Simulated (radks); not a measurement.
Values are calculated unless marked as measured or tabulated.
Task: Isoelectronic series with 21 electrons, each ion in its NIST ground configuration. Level of theory: Dirac Kohn-Sham, LDA (Slater exchange, Perdew-Wang correlation), spin-unpolarised, spherical densities, finite nucleus; open shells are shared between the two j in proportion to 2j + 1; Fermi nuclear charge, rms radius of each element as measured or else 0.836 A^(1/3) + 0.57 fm (a radial shooting solver on a logarithmic mesh with Libxc functionals). Total energies (hartree) and orbital eigenvalues (hartree):

| ion | configuration | E (hartree) | 3d5/2 | 3d3/2 |
|---|---|---|---|---|
| Sc | [Ar] 3d1 4s2 | -762.32469 | -0.12550 | -0.12662 |
| V2+ | [Ar] 3d3 | -946.24485 | -0.79225 | -0.79489 |
| Mn4+ | [Ar] 3d3 | -1152.17531 | -2.23958 | -2.24551 |
| Co6+ | [Ar] 3d3 | -1379.86728 | -4.20651 | -4.21753 |
| Cu8+ | [Ar] 3d3 | -1629.38687 | -6.65345 | -6.67188 |
| Ga10+ | [Ar] 3d3 | -1900.84920 | -9.56557 | -9.59432 |
| As12+ | [Ar] 3d3 | -2194.39742 | -12.93544 | -12.97811 |
| Br14+ | [Ar] 3d3 | -2510.19626 | -16.75877 | -16.81966 |
| Rb16+ | [Ar] 3d3 | -2848.42947 | -21.03289 | -21.11707 |
| Nb20+ | [Ar] 3d3 | -3593.02369 | -30.92690 | -31.07643 |
| Tc22+ | [Ar] 3d3 | -3999.84296 | -36.54477 | -36.73826 |
| Rh24+ | [Ar] 3d3 | -4430.01469 | -42.60907 | -42.85542 |
| Ag26+ | [Ar] 3d3 | -4883.81808 | -49.11942 | -49.42868 |
| In28+ | [Ar] 3d3 | -5361.55014 | -56.07562 | -56.45902 |
| I32+ | [Ar] 3d3 | -6390.11096 | -71.32526 | -71.89584 |
| Cs34+ | [Ar] 3d3 | -6941.6555 | -79.61876 | -80.30514 |
| La36+ | [Ar] 3d3 | -7518.5627 | -88.35821 | -89.17718 |
| Pr38+ | [Ar] 3d3 | -8121.2601 | -97.54379 | -98.51371 |
| Pm40+ | [Ar] 3d3 | -8750.1955 | -107.1758 | -108.3166 |

Estimate the row of Sb30+ ([Ar] 3d3).

Result: E (hartree) -5863.53311; 3d5/2 -63.47757; 3d3/2 -63.94763.
